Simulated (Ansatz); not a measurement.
Born–Oppenheimer molecular dynamics of C2H7GaS (11 atoms, charge 0, multiplicity 1). It starts at the highest image of a converged band. Of that band: Neighbouring images differ by up to 1.6 eV, so the band resolves the path poorly. A vibrational analysis at the climbing image gives one clearly imaginary mode, 394i cm⁻¹: a first-order saddle point.

Method: RKS PBE0-D4/def2-SVP in Ansatz 0.2.0.

- ensemble: NVE (velocity Verlet)
- time step: 0.5 fs
- steps asked: 200
- starting velocities drawn for: 300 K
- seed: 9188

First frame:

```xyz
11
Properties=species:S:1:pos:R:3
Ga -0.400 0.213 0.186
S 1.492 -1.537 -0.489
C 0.655 0.541 1.653
H 1.701 -0.435 0.446
C -1.372 0.579 -1.460
H 1.168 -2.416 0.484
H 0.471 1.439 2.260
H 0.959 -0.317 2.269
H -0.665 0.851 -2.257
H -1.921 -0.321 -1.774
H -2.089 1.401 -1.318
```

How far do the bonds stretch over the last three quarters of this one trajectory? (Pairs bonded in most of those frames.)


```csv
bond,mean (Å),spread (Å),shortest,longest
Ga1–S2,2.768,0.031,2.71,2.82
Ga1–C3,1.821,0.015,1.79,1.85
Ga1–C5,1.956,0.033,1.90,2.01
S2–H4,1.367,0.032,1.31,1.43
S2–H6,1.351,0.006,1.34,1.36
C3–H7,1.100,0.013,1.08,1.12
C3–H8,1.098,0.008,1.08,1.11
C5–H9,1.102,0.014,1.07,1.13
C5–H10,1.100,0.012,1.08,1.12
C5–H11,1.104,0.025,1.06,1.14
```

Mean temperature of the second half: 175 K. The conserved energy stayed within 0.12 meV per atom of its start (net change 0.1 meV per atom), so the integration is sound. A run of 0.1 ps of so small a system gives no equilibrium averages. The orbitals stay closed-shell, which can raise the energy where a bond breaks towards radicals; this wasn't checked here.

The run took 9.5 min on 2 threads of Arm Neoverse V2, on a shared host, peak memory 0.27 GiB.
